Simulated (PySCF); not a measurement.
# Structure from NMR data

Molecular formula: C₇H₅NO. Simulated spectra:

¹H NMR (400 MHz, computed): δ 7.72 (m, 2H), 7.61 (m, 2H), 7.53 (t, 1H).

¹³C{¹H} NMR (computed): δ 161.6 (C), 137.3 (CH), 132.1 (CH), 120.6 (CH), 113.6 (C).

[PySCF: PBE0-D3(BJ)/def2-TZVP geometry; σ from GIAO-B97-2/pcSseg-2; equivalent nuclei averaged; no solvent; single conformer; no relativistic terms]

Shifts are taken against calculated references (same method and geometry level): ¹H, ¹³C against TMS.

Which candidate is it?
A. N#Cc1ccccc1O
B. N#Cc1cccc(O)c1
C. N#COc1ccccc1

Answers

C. 

- The formula gives 6 degrees of unsaturation (1 ring in the answer).
- 5 carbon signals for 7 carbons: some carbons are equivalent by symmetry or fast rotation.
- Carbon types of the structure: 2 × C, 5 × CH, which accounts for all hydrogens.
- δC 161.6: aromatic carbon bearing oxygen; σ withdrawal by the attached heteroatom moves it downfield of the ring CH carbons.
- δC 137.3, 132.1, 120.6: aromatic CH.
- δC 113.6: nitrile carbon; typical of a nitrile.
- δH 7.72, 7.61, 7.53: hydrogen on an aromatic CH; the ring current deshields protons in the ring plane.

The others: N#Cc1cccc(O)c1 would give 7 carbon signals, not 5; N#Cc1ccccc1O would give 7 carbon signals, not 5.

Shifts are as computed. Against solution values, carbons near 30 ppm lie about +3 ppm off and those near 130 ppm about +7 ppm. Of 1211 compounds with measured shifts, 218 miss one by over three times the rms of a fit or turn the order of signals round; such compounds aren't used in these exercises. Multiplicities follow the n + 1 count of equivalent neighbours, as no J values were calculated; m marks all less simple cases, F and P coupling included.
